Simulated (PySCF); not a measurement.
Spectrum to structure. Method used: TDDFT CAM-B3LYP/def2-SVPD, vertical, gas phase, core orbitals frozen in the response (PySCF 2.14.0, density-fitted response routines). Geometries: GFN2-xTB, one conformer each.

```json
{"state": "S1", "E (eV)": "3.38", "f": "0.0014"}
{"state": "S2", "E (eV)": "4.24", "f": "0.0042"}
{"state": "S3", "E (eV)": "5.34", "f": "0.080"}
{"state": "S4", "E (eV)": "5.41", "f": "0.0032"}
{"state": "S5", "E (eV)": "6.12", "f": "0.0054"}
{"state": "S6", "E (eV)": "6.38", "f": "0.061"}
{"state": "S7", "E (eV)": "6.47", "f": "0.012"}
{"state": "S8", "E (eV)": "6.64", "f": "0.015"}
```

Orbital energies (eV): HOMO-3 -10.51, HOMO-2 -9.67, HOMO-1 -9.03, HOMO -8.50, LUMO -0.78, LUMO+1 0.03, LUMO+2 0.83.

Question: Which structure fits?
A. `N[Si@H]([SiH3])C(=O)CC=O`
B. `C[SiH2]/N=C(/C)C#N`
C. `N(/[SiH3])=C(\C=O)C#N`

Answer: A. Its S1 lies at 3.38 eV; the nearest of the others has S1 at 3.82 eV. S1 is HOMO→LUMO (80%), HOMO→LUMO+1 (12%). Löwdin shares by element: HOMO oxygen 43% or more, carbon 29% or more, silicon 11% or more (atoms not listed hold the other 17%); LUMO carbon 39% or more, oxygen 38% (atoms not listed hold the other 23%). At the same level the other candidates give, for their lowest levels:
- `N#C/C(C=O)=N\[SiH3]`: 2.89 eV (f 0.000); 3.80 eV (f 0.000); 5.76 eV (f 0.000); 5.86 eV (f 0.273); 6.00 eV (f 0.002); T1 2.32 eV; HOMO -9.63, LUMO -2.49 eV
- `C[SiH2]/N=C(/C)C#N`: 3.82 eV (f 0.001); 6.30 eV (f 0.334); 6.38 eV (f 0.001); 6.98 eV (f 0.008); 7.02 eV (f 0.017); T1 3.24 eV; HOMO -9.15, LUMO -0.96 eV

Shape of the structure used: `[NH2:1][Si@H:2]([SiH3:3])[C:4](=[O:5])[CH2:6][CH:7]=[O:8]`: N1–Si2–C4–O5 -172°, Si2–C4–C6–C7 -86°, C4–C6–C7–O8 83°, H–N1–Si2–Si3 163°, H–N1–Si2–Si3 -58°.
Triplets come from the Tamm–Dancoff approximation.
